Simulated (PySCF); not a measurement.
## SiTe⁺: frontier orbitals

PBE0 at R = 2.420 Å; Si x2c-SVPall, Te x2c-SVPall; spin-free X2C with a Gaussian nucleus (PySCF 2.14). State: ²Σ⁺ (doublet), unpaired electrons σ ↑, a second solution, started from another occupation. Only the outer orbitals are listed, counted within each symmetry.

| spin | orbital | occ. | ε (eV) | on Si (%) | main shells (%) |
| --- | --- | --- | --- | --- | --- |
| α | 13σ | 1 | -24.23 | 18 | 79 Te s, 14 Si s |
| α | 14σ | 1 | -19.35 | 69 | 68 Si s, 17 Te s, 13 Te p |
| α | 15σ | 1 | -14.78 | 50 | 48 Te p, 40 Si p, 10 Si s |
| α | 7π | 1 | -13.26 | 27 | 72 Te p, 27 Si p |
| α | 7π | 1 | -13.26 | 27 | 72 Te p, 27 Si p |
| α | 8π | 0 | -9.23 | 72 | 71 Si p, 27 Te p |
| α | 8π | 0 | -9.23 | 72 | 71 Si p, 27 Te p |
| α | 16σ | 0 | -6.24 | 61 | 52 Si p, 34 Te p |
| β | 13σ | 1 | -23.61 | 19 | 79 Te s, 15 Si s |
| β | 14σ | 1 | -18.35 | 69 | 69 Si s, 18 Te s, 12 Te p |
| β | 7π | 1 | -13.11 | 25 | 74 Te p, 24 Si p |
| β | 7π | 1 | -13.11 | 25 | 74 Te p, 24 Si p |
| β | 15σ | 0 | -11.77 | 50 | 49 Te p, 35 Si p, 14 Si s |
| β | 8π | 0 | -8.86 | 73 | 73 Si p, 25 Te p |
| β | 8π | 0 | -8.86 | 73 | 73 Si p, 25 Te p |

Which are the highest filled and the lowest empty level, where do they sit, and how wide is the gap?

Highest filled β 7π at -13.11 eV (in %: 74 Te p, 24 Si p); lowest empty β 15σ at -11.77 eV (in %: 49 Te p, 35 Si p, 14 Si s); the gap at PBE0 is 1.34 eV.

The bond order (Mayer) is 2.33, the ⟨S²⟩ is 0.760 and the charge on Si (Mulliken, basis-dependent) is 0.68. The charge on Si (Löwdin, basis-dependent) is 0.59 and the dipole moment (positive dipole points towards Te; it is taken about the centre of mass and depends on that origin) is -5.01 D.

Spin–orbit coupling is left out.
